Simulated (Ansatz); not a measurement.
Geometry optimisation, UKS PBE-D4/def2-SVP in Ansatz.

The input (input.yaml):

```yaml
crystal:
  periodic: [false, false, false]
  atoms:
    - { symbol: Zn, position_ang: [-0.571609, -0.003494, 0.058516] }
    - { symbol: Cl, position_ang: [1.939525, 0.352232, -2.409176] }
    - { symbol: C, position_ang: [0.133289, -0.110874, 1.847967] }
    - { symbol: H, position_ang: [0.638579, 0.539066, -2.534948] }
    - { symbol: O, position_ang: [-1.388303, 0.238822, -1.591499] }
    - { symbol: H, position_ang: [-0.694058, -0.13022, 2.58606] }
    - { symbol: H, position_ang: [0.775897, 0.766334, 2.067374] }
    - { symbol: H, position_ang: [0.743807, -1.026932, 1.982714] }
    - { symbol: H, position_ang: [-1.577127, -0.625034, -2.006808] }
magnetization:
  spin_polarized: true
basis:
  gaussian: { orbitals: def2-SVP }
hamiltonian:
  xc: pbe
  dispersion: d4
relax:
  f_tol: 0.03
  max_steps: 50
output:
  orbitals: {}
```

Launched with:

```bash
$ ansatz run input.yaml --threads 4 --pin off --max-ram 5120MiB --backend cpu --events-out ev --progress --plain --runs-dir out
```

Question: Where does it end, and by what steps?

Answer: The forces met the threshold. After 19 steps the energy has fallen by 1.239 eV; Zn1 moved furthest, 1.23 Å. Parted: Cl2–H4 (1.32 → 2.30 Å). Joined: Zn1–Cl2 (3.54 → 2.21 Å), H4–O5 (2.26 → 0.99 Å).

```tsv
step	energy less start (eV)	largest force component (eV/Å)	accepted
0	0.0000	0.675	yes
1	-0.1588	0.595	yes
2	-0.2432	0.819	yes
3	-0.3109	0.556	yes
4	-0.3895	0.556	yes
5	-0.4701	0.718	yes
6	-0.5582	0.872	yes
7	-0.6704	1.048	yes
8	-0.8760	2.797	yes
9	-1.0734	0.933	yes
10	-1.1289	0.621	yes
11	-1.1997	0.297	yes
12	-1.2120	0.359	yes
13	-1.2211	0.308	yes
14	-1.2180	0.262	no
15	-1.2370	0.129	yes
16	-1.2387	0.063	yes
17	-1.2390	0.033	yes
18	-1.2390	0.036	yes
19	-1.2391	0.011	yes
```

```xyz
9
Properties=species:S:1:pos:R:3
Zn 0.613 0.184 -0.191
Cl 1.827 0.468 -2.010
C 0.214 -0.099 1.690
H -0.441 0.331 -2.336
O -1.097 0.223 -1.601
H -0.876 -0.013 1.879
H 0.734 0.651 2.320
H 0.545 -1.104 2.023
H -1.519 -0.642 -1.771
```

Time of the run: 60 s on 4 threads of Arm Neoverse N1, with other jobs on the host, peak memory 0.19 GiB.
